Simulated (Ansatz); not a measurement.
Species: tetrachlorogermane, GeCl4 (charge 0, singlet). SMILES: [Cl][Ge]([Cl])([Cl])[Cl]
Coordinates optimised at B3LYP-D3(BJ)/def2-TZVP (Ansatz, a program for electronic structure):
```xyz
5

Cl    -1.2365    -1.6405    -0.5769
Ge     0.0000     0.0000     0.0000
Cl     1.8419    -0.0856    -1.0738
Cl    -0.9976     1.8332    -0.4440
Cl     0.3922    -0.1071     2.0947
```

Property: atomisation energy (electronic, to ground-state atoms), in kJ/mol. Correlated levels leave the core frozen unless marked. Open shells are spin-unrestricted. No spin-orbit coupling. The frozen core is the preceding noble-gas configuration, with the filled d and f shells of earlier blocks. Non-relativistic. The coupled-cluster limit lacks core correlation, which all-electron functionals hold. CBS marks a two-point X^-3 extrapolation of the correlation energy; Hartree-Fock from the larger set.

```
level                                        program  atomisation energy (kJ/mol)  minus last row
------------------------------------  --------------  ---------------------------  --------------
HF/def2-SVPD                                  Ansatz                        953.3          -463.4
HF/def2-QZVPP                                 Ansatz                        981.5          -435.2
PBE-D3(BJ)/def2-TZVPD                 Ansatz + dftd3                       1433.6            16.9
BLYP-D3(BJ)/def2-TZVPD                Ansatz + dftd3                       1346.6           -70.1
PBE0/def2-QZVPP                               Ansatz                       1385.4           -31.3
CAM-B3LYP-D4/def2-TZVPD               Ansatz + dftd4                       1352.5           -64.2
RPA@PBE/def2-QZVPP                            Ansatz                       1233.2          -183.5
MP2/def2-TZVPP                                Ansatz                       1439.6            22.9
MP2/def2-QZVPPD                               Ansatz                       1473.0            56.3
RI-MP2/def2-QZVPPD                            Ansatz                       1472.3            55.6
SCS-MP2/6-31G*                                Ansatz                       1234.5          -182.2
SCS-MP2/def2-SVP                              Ansatz                       1273.5          -143.2
SCS-MP2/def2-SVPD                             Ansatz                       1290.8          -125.9
SCS-MP2/def2-QZVPPD                           Ansatz                       1416.0            -0.7
CCSD/6-31G                                    Ansatz                        908.4          -508.3
CCSD/6-31G*                                   Ansatz                       1195.9          -220.8
CCSD/def2-TZVPPD                              Ansatz                       1315.8          -100.9
CCSD(T)/def2-SVP                              Ansatz                       1255.9          -160.8
CCSD(T)/def2-SVPD                             Ansatz                       1266.3          -150.4
CCSD(T)/def2-TZVPP                            Ansatz                       1354.1           -62.6
CCSD(T)/CBS(def2-TZVPPD,def2-QZVPPD)          Ansatz                       1416.7             0.0
```
